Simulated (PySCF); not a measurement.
C₆H₃Cl, SMILES C#C/C=C(/Cl)C#C.

Coordinates come from a PBE0-D3(BJ)/def2-SVP optimisation. The structure was generated by enumeration; whether it is a known compound was not checked.

Vertical ionisation energy (IE) and electron affinity (EA) in eV. Rows of orbital energies are one-electron estimates. Where ΔSCF, EOM or ADC give a negative EA the extra electron is unbound and the value depends on the basis.

```tsv
level	IE	EA
−ε(HOMO), −ε(LUMO), r2SCAN/def2-TZVP (PySCF)	6.09	2.74
−ε(HOMO), −ε(LUMO), PBE/def2-TZVP (PySCF)	5.92	2.83
```
